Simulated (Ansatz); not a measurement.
Basis sets compared for B(CNMe)H3 (C2H6BN). Total charge 0; singlet. Geometry r2SCAN-D4/def2-SVP. Ansatz on 4 threads of Arm Neoverse V1 on a shared host; times are rough, and most runs start from earlier orbitals.

| atom | x (Å) | y (Å) | z (Å) |
| --- | --- | --- | --- |
| B1 | 1.003 | 0.895 | -1.586 |
| C2 | 0.263 | 0.235 | -0.414 |
| N3 | -0.302 | -0.268 | 0.479 |
| C4 | -0.982 | -0.876 | 1.552 |
| H5 | -1.061 | -1.960 | 1.382 |
| H6 | -1.994 | -0.454 | 1.644 |
| H7 | -0.437 | -0.702 | 2.492 |
| H8 | 1.064 | 2.091 | -1.328 |
| H9 | 0.337 | 0.668 | -2.588 |
| H10 | 2.110 | 0.372 | -1.634 |

B3LYP takes the VWN-RPA correlation.

Binding counts from free atoms (B doublet, C triplet, N quartet, H doublet) in the same basis, without a counterpoise term.

```tsv
level	functions	energy (Eh)	HOMO (eV)	LUMO (eV)	binding per atom (eV)	wall time
HF/STO-3G	26	-156.3501	-9.51	7.06	3.50	0.1 s
HF/6-31G	48	-158.2421	-11.08	3.92	2.70	0.15 s
PBE-D4/def2-SVP	86	-159.0514	-6.68	-1.11	4.11	0.5 s
B3LYP-D4/6-31G	48	-159.3537	-7.64	-0.22	3.89	0.4 s
PBE0-D4/def2-SVP	86	-159.0689	-7.99	-0.15	4.02	0.55 s
```

Task: Estimate the rows for HF/def2-TZVP, PBE-D4/def2-TZVP (with forces), B3LYP-D4/def2-TZVP, PBE0-D4/def2-TZVP.

Result: 
```
                         level  functions  energy (Eh)  HOMO (eV)  LUMO (eV)  binding per atom (eV)  wall time
                  HF/def2-TZVP        160    -158.3730     -11.24       2.70                   2.87     0.45 s
PBE-D4/def2-TZVP (with forces)        160    -159.2279      -6.83      -1.24                   4.07      1.1 s
            B3LYP-D4/def2-TZVP        160    -159.4624      -7.89      -0.52                   3.98      1.1 s
             PBE0-D4/def2-TZVP        160    -159.2419      -8.09      -0.25                   3.98      1.1 s
```
